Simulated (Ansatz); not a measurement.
Harmonic frequencies (cm⁻¹) at PBE0-D4/def2-TZVP from Ansatz: 29, 59, 92, 195, 243, 460, 529, 549, 679, 685, 736, 782, 838, 839, 868, 925, 950, 972, 1021, 1068, 1387, 2239, 2243, 2247, 2251, 3052, 3112.

Each molecule was computed in one conformer, which needn't be the lowest.

**Question.** Which molecule is it?
A. `O[SiH2]C#C[SiH2]O`
B. `C[SiH](F)[SiH2]Cl`
C. `O[SiH](O)S[SiH3]`
D. `F[SiH2]C[SiH2]Cl`

**Answer.** D.
